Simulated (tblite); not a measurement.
C5H10FO (doublet state).
SMILES with atom numbers: `[CH3:1][CH2:2][C@@:3]([CH3:4])([F:5])[CH2:6][O:7]` (hydrogens: H8, H9, H10 on C1; H11, H12 on C2; H13, H14, H15 on C4; H16, H17 on C6)

Computed with GFN2-xTB (tblite), gas phase: L-BFGS steps from a force-field or distance-geometry start until the largest atomic force falls under 0.01 eV/Å.

Step 52: E = -667.2622 eV
```
atom  x, y, z in Å  |  force x, y, z in eV/Å
C1      1.7083   -1.0827    0.2876   -0.073   0.124   0.011
C2      1.0556    0.2711    0.1156   -0.084   0.065  -0.021
C3     -0.4654    0.1401   -0.0675    0.039   0.069  -0.022
C4     -1.1488    1.4824   -0.3141    0.016  -0.022  -0.002
F5     -0.6981   -0.6544   -1.1775    0.023   0.005   0.072
C6     -1.0509   -0.5853    1.1981    0.018   0.000  -0.031
O7     -0.4648   -1.7479    1.4715   -0.041  -0.029   0.020
H8      0.9797   -1.6656    0.9268   -0.005  -0.046   0.015
H9      1.8001   -1.6139   -0.6545    0.006  -0.028   0.014
H10     2.6544   -1.0295    0.8131    0.051  -0.029  -0.013
H11     1.4422    0.7771   -0.7756    0.038  -0.039   0.038
H12     1.2357    0.9081    0.9845    0.002  -0.030  -0.047
H13    -2.0984    1.3219   -0.8205    0.005  -0.016   0.044
H14    -1.3318    2.0138    0.6164    0.059  -0.048  -0.021
H15    -0.5194    2.0975   -0.9545   -0.071   0.021  -0.008
H16    -2.1169   -0.7630    0.9566    0.027   0.030  -0.034
H17    -0.9886    0.1424    2.0334   -0.009  -0.025  -0.014
```

Step 53: E = -667.2645 eV
```
atom  x, y, z in Å  |  force x, y, z in eV/Å
C1      1.7066   -1.0788    0.2893   -0.047   0.098   0.017
C2      1.0544    0.2754    0.1167   -0.057   0.028  -0.013
C3     -0.4649    0.1392   -0.0697    0.049   0.062  -0.006
C4     -1.1486    1.4799   -0.3166    0.010   0.018   0.003
F5     -0.6942   -0.6554   -1.1799    0.020   0.004   0.075
C6     -1.0470   -0.5884    1.1967   -0.009   0.020  -0.039
O7     -0.4693   -1.7578    1.4615   -0.048   0.019  -0.001
H8      0.9737   -1.6661    0.9204   -0.013  -0.041   0.026
H9      1.8032   -1.6118   -0.6520    0.023   0.004   0.028
H10     2.6476   -1.0292    0.8264    0.031  -0.027  -0.048
H11     1.4407    0.7840   -0.7737    0.046  -0.047   0.061
H12     1.2296    0.9093    0.9895    0.009  -0.029  -0.074
H13    -2.1086    1.3178   -0.8037    0.020  -0.002   0.057
H14    -1.3075    2.0206    0.6132    0.030  -0.058  -0.024
H15    -0.5292    2.0902   -0.9725   -0.082  -0.010  -0.012
H16    -2.1156   -0.7517    0.9583    0.015  -0.007  -0.026
H17    -0.9778    0.1349    2.0358    0.004  -0.033  -0.024
```

Step 54: E = -667.2663 eV
```
atom  x, y, z in Å  |  force x, y, z in eV/Å
C1      1.7038   -1.0739    0.2920   -0.014   0.023   0.007
C2      1.0524    0.2796    0.1172   -0.003  -0.011   0.005
C3     -0.4636    0.1397   -0.0718    0.030   0.035   0.005
C4     -1.1482    1.4782   -0.3189   -0.001   0.025  -0.001
F5     -0.6897   -0.6555   -1.1814    0.011  -0.008   0.053
C6     -1.0436   -0.5911    1.1943   -0.030   0.036  -0.033
O7     -0.4745   -1.7664    1.4520   -0.038   0.046  -0.020
H8      0.9716   -1.6651    0.9206   -0.030  -0.031   0.033
H9      1.8005   -1.6118   -0.6475    0.031   0.034   0.033
H10     2.6434   -1.0293    0.8325    0.027  -0.008  -0.061
H11     1.4415    0.7888   -0.7711    0.050  -0.041   0.053
H12     1.2243    0.9104    0.9918    0.019  -0.001  -0.059
H13    -2.1150    1.3153   -0.7903    0.001  -0.001   0.053
H14    -1.2889    2.0241    0.6092    0.001  -0.034   0.023
H15    -0.5391    2.0857   -0.9858   -0.058  -0.015  -0.037
H16    -2.1139   -0.7432    0.9592   -0.005  -0.028  -0.026
H17    -0.9680    0.1265    2.0375    0.010  -0.022  -0.026
```

**Question.** Estimate the geometry and energy of step 55. (The exact step hangs on the optimiser's Hessian estimate; all steps are aligned on step 54, rigid shifts and turns removed.)

**Answer.** E = -667.2675 eV, largest force 0.075 eV/Å
```
atom  x, y, z in Å  |  force x, y, z in eV/Å
C1      1.7019   -1.0700    0.2946    0.017  -0.049   0.020
C2      1.0496    0.2820    0.1185    0.039  -0.032   0.017
C3     -0.4639    0.1405   -0.0732    0.005   0.011   0.013
C4     -1.1476    1.4780   -0.3214   -0.019   0.049   0.003
F5     -0.6878   -0.6553   -1.1819    0.002  -0.019   0.025
C6     -1.0421   -0.5931    1.1919   -0.032   0.031  -0.018
O7     -0.4800   -1.7744    1.4403   -0.031   0.060  -0.032
H8      0.9679   -1.6672    0.9185   -0.023  -0.007   0.018
H9      1.8050   -1.6079   -0.6446    0.026   0.046   0.038
H10     2.6395   -1.0277    0.8406    0.003   0.004  -0.072
H11     1.4427    0.7922   -0.7664    0.052  -0.029   0.026
H12     1.2184    0.9106    0.9936    0.028   0.030  -0.023
H13    -2.1226    1.3146   -0.7760    0.006   0.003   0.059
H14    -1.2700    2.0318    0.6050   -0.005  -0.036   0.009
H15    -0.5475    2.0778   -1.0039   -0.062  -0.025  -0.025
H16    -2.1148   -0.7374    0.9639   -0.007  -0.027  -0.029
H17    -0.9559    0.1175    2.0399   -0.001  -0.010  -0.029
```

The energy changes by -0.0012 eV. The first-order estimate −F·Δx gives -0.0016 eV and the mean of the old and new forces, exact on a quadratic surface, -0.0012 eV. The step makes an angle of 80° with the force vector and moves no atom by more than 0.021 Å.

What follows is the cost of the whole relaxation. Hardware: one thread, Arm Neoverse V1 (aarch64), shared host. Cost: 0.5 s of wall time.
